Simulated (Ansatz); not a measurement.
Computed with Ansatz on PBE0-D4/def2-TZVP structures; ΔE is electronic, products minus reactants. CBS: MP2 limit from def2 TZ/QZ plus the TZ coupled-cluster correction, frozen cores. DFT in def2-TZVPP. Each species was taken in one conformer, which may not be the lowest.

Reaction (isomerisation): `FCO[SiH2]Cl` → `O[SiH](Cl)CF`

`FCO[SiH2]Cl`:

Z-matrix (Å, degrees):
```
C
O 1 1.376
F 1 1.374 2 110.4
H 1 1.095 2 111.4 3 -118.9
H 1 1.092 2 108.3 3 117.9
Si 2 1.643 1 126.6 3 58.8
Cl 6 2.052 2 109.7 1 50.7
H 6 1.474 2 105.4 1 168.2
H 6 1.476 2 112.2 1 -68.5
```

`O[SiH](Cl)CF`:

Z-matrix (Å, degrees):
```
Si
Cl 1 2.053
C 1 1.886 2 107.6
O 1 1.630 2 111.3 3 -120.8
H 1 1.476 2 108.5 3 121.3
F 3 1.394 1 108.6 2 -72.4
H 3 1.094 1 112.6 2 47.7
H 3 1.096 1 110.7 2 169.1
H 4 0.960 1 117.4 2 68.1
```

| level | ΔE (kJ/mol) |
| --- | --- |
| B2PLYP | -32.9 |
| r2SCAN | -35.4 |

(1) What does CCSD(T)/CBS give? (An estimate is asked.)

Largest T1 diagnostic among the species: 0.011.

Results:

(1) Computed: -37.3 kJ/mol. The listed levels differ from it by 4.4, 1.9 kJ/mol.

In def2-TZVPP, CCSD(T) changes the Hartree–Fock value by −12.8 kJ/mol (the triples alone add −0.6 kJ/mol) and MP2 by −16.0 kJ/mol.

CCSD(T)/CBS has its own doubt, a few kJ/mol and more with outer-core shells, so smaller differences from it don't rank the levels.
